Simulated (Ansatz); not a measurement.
Input file for Ansatz (a program for electronic structure): R-B3LYP-D3(BJ)/def2-TZVP on H2MgSe (SMILES [MgH][SeH]).

Ansatz 0.2 input:
```yaml
crystal:
  periodic: [false, false, false]
  atoms:
    - {symbol: Mg, position_ang: [-0.48657540, -0.21942509, -0.73978276]}
    - {symbol: H, position_ang: [-1.38791184, -0.68479342, -1.99143293]}
    - {symbol: Se, position_ang: [0.71620287, 1.01240430, 0.92065587]}
    - {symbol: H, position_ang: [1.12929050, -0.07470316, 1.78253774]}
basis:
  gaussian:
    orbitals: def2-TZVP
hamiltonian:
  xc: b3lyp
  dispersion: d3bj
relax: {f_tol: 0.003, max_steps: 120}
```

Problem. What total energy does the run end on?

Solution. -2602.9253 hartree.

Problem. How many basis functions does it have, and what does it roughly cost on one machine?

Solution. 92 functions; around 15 core-seconds (rough).
